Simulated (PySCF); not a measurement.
## What builds the third ionisation energy along the 4d series

Calculated with PySCF 2.14 from differences of total energies of unrestricted determinants, without spin-orbit coupling. Each column adds one step, in eV (sums use unrounded values): valence MP2, valence CCSD, valence triples, then the next inner shell at CCSD(T) (Zr 4s 4p, Nb 4s 4p, Mo 4s 4p, Tc 4s 4p, Ru 4s 4p, Rh 4s 4p, Pd 4s 4p, Ag 4s 4p, Cd 4s 4p). References (NIST) marked * lie between the lowest fine-structure levels; the others compare directly ((s) semi-empirical, (t) theoretical).

```json
{"element": "Zr [Kr] 4d2 → [Kr] 4d1 (aug-cc-pwCVDZ-PP with ECP28MDF, ECP)", "UHF": "22.390", "+ MP2": "0.093", "+ CCSD": "0.032", "+ (T)": "0.000", "+ inner shell": "0.268", "sum": "22.783", "reference": "23.170 (s) *"}
{"element": "Nb [Kr] 4d3 → [Kr] 4d2 (aug-cc-pwCVDZ-PP with ECP28MDF, ECP)", "UHF": "24.232", "+ MP2": "0.300", "+ CCSD": "0.069", "+ (T)": "0.002", "+ inner shell": "0.219", "sum": "24.821", "reference": "25.04 (s) *"}
{"element": "Mo [Kr] 4d4 → [Kr] 4d3 (aug-cc-pwCVDZ-PP with ECP28MDF, ECP)", "UHF": "26.054", "+ MP2": "0.518", "+ CCSD": "0.069", "+ (T)": "0.005", "+ inner shell": "0.160", "sum": "26.807", "reference": "27.13 ± 0.12 (s) *"}
{"element": "Tc [Kr] 4d5 → [Kr] 4d4 (aug-cc-pwCVDZ-PP with ECP28MDF, ECP)", "UHF": "28.827", "+ MP2": "0.631", "+ CCSD": "0.042", "+ (T)": "0.008", "+ inner shell": "-0.004", "sum": "29.505", "reference": "29.55 (s) *"}
{"element": "Ru [Kr] 4d6 → [Kr] 4d5 (aug-cc-pwCVDZ-PP with ECP28MDF, ECP)", "UHF": "26.418", "+ MP2": "1.110", "+ CCSD": "0.003", "+ (T)": "0.031", "+ inner shell": "-0.043", "sum": "27.519", "reference": "28.47 (s) *"}
{"element": "Rh [Kr] 4d7 → [Kr] 4d6 (aug-cc-pwCVDZ-PP with ECP28MDF, ECP)", "UHF": "29.318", "+ MP2": "1.221", "+ CCSD": "-0.055", "+ (T)": "0.038", "+ inner shell": "-0.153", "sum": "30.369", "reference": "31.06 (s) *"}
{"element": "Pd [Kr] 4d8 → [Kr] 4d7 (aug-cc-pwCVDZ-PP with ECP28MDF, ECP)", "UHF": "31.074", "+ MP2": "1.520", "+ CCSD": "-0.151", "+ (T)": "0.050", "+ inner shell": "-0.157", "sum": "32.336", "reference": "32.93 (s) *"}
{"element": "Ag [Kr] 4d9 → [Kr] 4d8 (aug-cc-pwCVDZ-PP with ECP28MDF, ECP)", "UHF": "32.868", "+ MP2": "1.813", "+ CCSD": "-0.257", "+ (T)": "0.063", "+ inner shell": "-0.173", "sum": "34.314", "reference": "34.8 ± 0.3 (s) *"}
{"element": "Cd [Kr] 4d10 → [Kr] 4d9 (aug-cc-pwCVDZ-PP with ECP28MDF, ECP)", "UHF": "35.922", "+ MP2": "1.930", "+ CCSD": "-0.332", "+ (T)": "0.068", "+ inner shell": "-0.287", "sum": "37.300", "reference": "37.468 ± 0.006 *"}
```

Double-zeta sets recover only part of the correlation energy.

What remains against the references is mostly basis incompleteness and, for starred values, spin-orbit coupling.

What share of the correlation contribution for Cd comes from the inner shell?

The four steps add to 1.379 eV, of which the inner shell gives -0.287 eV, or -21 %.
